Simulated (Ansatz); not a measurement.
C3H7Ga, SMILES `C/C=[CH]\[GaH2]`, one more setting.

```yaml
crystal:
  periodic: [false, false, false]
  atoms:
    - {symbol: C, position_ang: [-1.167478, 1.014216, 0.074347]}
    - {symbol: C, position_ang: [-0.886115, -0.398461, 0.449272]}
    - {symbol: C, position_ang: [0.256809, -1.071252, 0.268842]}
    - {symbol: Ga, position_ang: [1.894172, -0.395834, -0.540725]}
    - {symbol: H, position_ang: [-0.309256, 1.497982, -0.392863]}
    - {symbol: H, position_ang: [-2.015251, 1.065004, -0.616837]}
    - {symbol: H, position_ang: [-1.456589, 1.593970, 0.957141]}
    - {symbol: H, position_ang: [-1.725707, -0.913847, 0.921283]}
    - {symbol: H, position_ang: [0.262388, -2.104169, 0.613990]}
    - {symbol: H, position_ang: [2.019845, 1.075398, -1.078503]}
    - {symbol: H, position_ang: [3.127192, -1.363008, -0.655956]}
basis:
  gaussian: {orbitals: aug-cc-pVTZ}
hamiltonian: {xc: {name: BHLYP}, dispersion: d4}
```

```sh
$ ansatz run in.yaml --threads 4 --pin off --events-out ev --progress --plain --max-ram 10444MiB
```

Output, abridged:

```
Functional definition: BHLYP
1643 factors; their error is unknown
mean field evaluation 1: about -55593.5091 eV, gradient 5.6e1 eV
mean field evaluation 2: about -55593.0690 eV, gradient 5.5e1 eV
mean field evaluation 4: about -55601.0046 eV, gradient 2.7e0 eV
mean field evaluation 8: about -55601.0223 eV, gradient 4.2e-2 eV
mean field evaluation 16: about -55601.5042 eV, gradient 4.1e-5 eV
mean field -55601.50420526 eV, -2043.3175914903 hartree, gradient 3.5e-5 eV, S^2 0.000000; 0 other end points of the search recorded, 0 dependent functions left out
reference -55601.50443174 eV, -2043.3175998131 hartree; 28, 28 occupied and 330, 330 virtual orbitals, 1643 factors
Total energy: -55601.77423396 eV, -2043.3275148619 hartree
```

Hardware: 4 threads of an Intel Xeon 6975P-C on a shared host. Wall time 3.7 s, peak host memory 0.95 GiB.
